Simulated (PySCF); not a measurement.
SMILES [OH][Ge]([OH])([OH])[OH] (H₄GeO₄) at its CAM-B3LYP/def2-SVP optimised geometry (Å):

```
9

O     -1.1054    -1.7502     1.4844
Ge    -0.6129    -0.9625     0.0000
O     -1.1070    -1.7504    -1.4839
O     -1.3780     0.6127     0.0000
O      1.1383    -0.9625     0.0000
H     -1.9848    -1.4794     1.7763
H     -0.4726    -2.4134    -1.7834
H     -1.5108     0.9625    -0.8898
H      1.5108    -0.9249     0.8898
```

Level of theory: CAM-B3LYP/def2-TZVP in PySCF. Cells within 0.4 Å of a nucleus heavier than hydrogen are left out (blank, or x).

Map of the log10 of the electron density (e/bohr³), floored at −4 on the plane z = 1.2 Å:

```
|000000000000000000000000000|
|000000000000000000000000000|
|000000000000000000000000000|
|000000000000000000000000000|
|000000000000000000000000000|
|000000000000000000000000000|
|000000112211000000000000000|
|000001223332110000000000000|
|000012334443210000000000000|
|000123445544321000000000000|
|000123455554332111000000000|
|000123455554432222210000000|
|000123455554433333322100000|
|000123445555444444443210000|
|000123445555554556654310000|
|000134456666655567765320000|
|000234667887765667875420000|
|001245678998765567765320000|
|001246789xx9765556654310000|
|001245789xx9765445443210000|
|000235679998754333332100000|
|000134567887653322211000000|
|000023456666543211100000000|
|000012344554432100000000000|
|000001223333211000000000000|
|000000012221100000000000000|
|000000000000000000000000000|
```
Scale: ten equal steps from -4.00 (start of '0') to -0.349 (end of '9'), in the order '0123456789'; x runs from -4.00 to 4.00, y from -4.00 (bottom) to 4.00 (top).
